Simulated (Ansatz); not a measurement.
`C=CN([SiH3])c1ccccc1`, charge 0, multiplicity 1.

Question: Give a relaxed structure at PBE0-D4/def2-TZVP (Ansatz). (Estimate.)

Answer: Ansatz gave: 
```xyz
21

C     2.414   -1.005    0.811
C     1.477   -0.497    1.610
N     0.264    0.078    1.242
Si   -0.658    1.020    2.380
C    -0.169    0.021   -0.106
C    -0.464    1.190   -0.795
C    -0.954    1.135   -2.093
C    -1.134   -0.088   -2.718
C    -0.829   -1.258   -2.034
C    -0.355   -1.208   -0.735
H     3.307   -1.428    1.249
H     2.321   -1.016   -0.267
H     1.631   -0.504    2.685
H    -0.365    2.479    2.316
H    -0.290    0.530    3.732
H    -2.099    0.817    2.095
H    -0.299    2.149   -0.315
H    -1.186    2.055   -2.617
H    -1.510   -0.132   -3.733
H    -0.973   -2.219   -2.513
H    -0.128   -2.118   -0.193
```
This is one stationary point; other conformers may exist.
